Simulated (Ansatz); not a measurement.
`C[CH2][InH][O][SiH3]` + H–F → `C[CH2][InH][F]` + silanol at 600 K and 1 bar (ligand exchange at the In–O bond).

Calculated with Ansatz (gas phase, PBE0-D4/def2-TZVP geometries, no zero-point term in ΔE). CBS: MP2 limit from def2 TZ/QZ plus the TZ coupled-cluster correction, frozen cores. This one scheme is used for every species. def2 core potentials past Kr. For In outer-core shells are correlated without core-valence functions, which leaves a few kJ/mol of doubt a bond. One conformer a species, not always the lowest.

```
               species  CCSD(T)/CBS energy (Eh)  H − E (kJ/mol)  S (J/(mol·K))
`C[CH2][InH][O][SiH3]`               -635.63253           341.9          539.9
                   H–F               -100.39570            42.3          194.0
      `C[CH2][InH][F]`               -369.34165           247.0          441.2
             `O[SiH3]`               -366.69042           135.7          307.9
```

H − E and S are ideal-gas, rigid-rotor, harmonic terms from PBE0-D4/def2-TZVP, for one conformer and one mirror image of each species. 1 Eh = 2625.50 kJ/mol, R = 8.31446 J/(mol·K).

Q: By hand: ΔE, ΔH, ΔS and ΔG.

A: ΔE = (-369.34165) + (-366.69042) − (-635.63253) − (-100.39570) = -0.00384 Eh = -10.1 kJ/mol. Δ(H − E) = 247.0 + 135.7 − 341.9 − 42.3 = -1.5, so ΔH = -11.6 kJ/mol. ΔS = 441.2 + 307.9 − 539.9 − 194.0 = 15.2 J/(mol·K). ΔG = -11.6 − 600 × (15.2)/1000 = -20.7 kJ/mol.

Q: By hand: the equilibrium constant, and the temperature at which ΔG would vanish if ΔH and ΔS stayed fixed.

A: log₁₀ K = −ΔG/(RT ln 10) = 1.8. ΔH and −TΔS have one sign here, so there is no such temperature.

TΔS isn't small against ΔH here. A doubt of 5 kJ/mol in ΔE shifts log₁₀ K by 0.4 here. Other conformers and mirror images would add mixing entropy, several J/(mol·K) or more a flexible species. Modes under 60 cm⁻¹, often nearly free rotors, make the harmonic entropy too high. These are equilibria of isolated gas molecules and say nothing of rates. Largest T1 diagnostic: 0.014 (customary marks: 0.02 for closed shells, 0.045 for open ones).
